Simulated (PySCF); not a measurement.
A compound of formula C11H27ClS2Si2 has these computed shifts in ppm, with the number of atoms in brackets (GIAO PBE0/pcSseg-1, IEF-PCM chloroform, PySCF SCF with an in-house response code, fitting set def2-universal-JFIT up to Ne and JKFIT beyond, grid level 2, non-relativistic, on the PBE0-D3(BJ)/def2-SVP geometry; 13C, 1H, 29Si against isolated TMS; 33S against isolated CS2).

1H: 2.87 (1), 2.52 (1), 2.38 (1), 2.17 (1), 1.72 (1), 1.60 (1), 1.37 (1), 1.25 (1), 1.17 (1), 1.12 (1), 1.11 (1), 1.02 (1), 1.00 (3), 0.99 (3), 0.70 (3), 0.50 (3), 0.39 (3)
13C: 41.8 (1), 35.5 (1), 32.9 (1), 32.0 (1), 26.4 (1), 25.3 (1), 16.6 (1), 16.3 (1), 5.3 (1), 0.3 (1), 0.0 (1)
29Si: 43.0 (1), 3.8 (1)
33S: -113.0 (1), -141.7 (1)

(1) Which structure gave them?

Results:

(1) CCCCS[Si](C)(C)[Si@@](C)(Cl)SCCCC. Other isomers were not compared.
